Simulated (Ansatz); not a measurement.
Basis-set extrapolation for C3H9AlS (`[CH3][Al]([CH3])[CH2]S`) (PBE0-D4/def2-TZVP geometry, frozen core, Ansatz 0.2.0). Multiplicity 1, RHF reference.

```csv
,def2-TZVPP,def2-QZVPP
HF,-758.370100,-758.394098
MP2 correlation,-0.798122,-0.853193
CCSD(T) correlation,-0.896112,not run
```

Energies in hartree. Use E(X) = E(∞) + A·exp(−7.88·√X) for Hartree–Fock and E(X) = E(∞) + B·X^(−2.97) for correlation, with X = 3 and 4, and add CCSD(T) minus MP2 of the smaller set to the MP2 limit.

Problem. What is the CCSD(T) energy at the basis-set limit?

Solution. HF limit: -758.394098 + (-0.023998) × 0.13774 = -758.39740. MP2 limit: -0.853193 + (-0.055071) × 0.74074 = -0.89399. Higher-order term: -0.896112 − (-0.798122) = -0.09799. Total: -759.38938 hartree, 323.4 kJ/mol below CCSD(T)/def2-TZVPP.
